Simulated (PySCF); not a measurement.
Al(H)(Br)(vinyl) (C2H4AlBr), SMILES C=[CH][AlH][Br].

Geometry: TPSSh-D3(BJ)/def2-SVP. The structure was generated by enumeration; whether it is a known compound was not checked. The values are those of a single conformer.

Level of theory: PySCF with TDDFT-B3LYP/def2-SVPD.

Vertical excitations. The molecule is in vacuum. State labels are in the subgroup Cs.

Question: Estimate the UV-visible absorptions. (An estimate is asked for; the answer gives what the named calculation found.)

Answer: 
| state | symmetry | energy (eV) | λ (nm) | f | main pairs |
|---|---|---|---|---|---|
| S1 | A" | 4.86 | 255 | 0.000 | HOMO→LUMO 97 % |
| S2 | A" | 5.63 | 220 | 0.000 | HOMO−3→LUMO 96 % |
| S3 | A' | 5.63 | 220 | 0.195 | HOMO−1→LUMO 83 %, HOMO−2→LUMO 13 % |
| S4 | A' | 5.94 | 209 | 0.023 | HOMO−2→LUMO 83 % |
| S5 | A" | 6.20 | 200 | 0.002 | HOMO−4→LUMO 99 % |
| S6 | A" | 6.62 | 187 | 0.000 | HOMO→LUMO+2 87 % |
| S7 | A' | 6.63 | 187 | 0.098 | HOMO→LUMO+1 93 % |
| S8 | A" | 6.76 | 184 | 0.000 | HOMO−1→LUMO+1 95 % |
| S9 | A" | 7.16 | 173 | 0.108 | HOMO−2→LUMO+1 92 % |
| S10 | A' | 7.35 | 169 | 0.125 | HOMO−1→LUMO+2 42 %, HOMO→LUMO+3 22 %, HOMO−3→LUMO+1 17 %, HOMO−2→LUMO+2 12 % |
| T1 | A' | 3.96 | 313 | 0 | HOMO−1→LUMO 73 %, HOMO−1→LUMO+2 14 % |
| T2 | A" | 4.57 | 271 | 0 | HOMO→LUMO 86 % |
| T3 | A' | 5.28 | 235 | 0 | HOMO−2→LUMO 83 %, HOMO−1→LUMO 13 % |
| T4 | A" | 5.35 | 232 | 0 | HOMO−3→LUMO 78 %, HOMO→LUMO 13 % |
Triplets are in the Tamm–Dancoff approximation, which puts them higher than full response would, so one can lie above its singlet here.
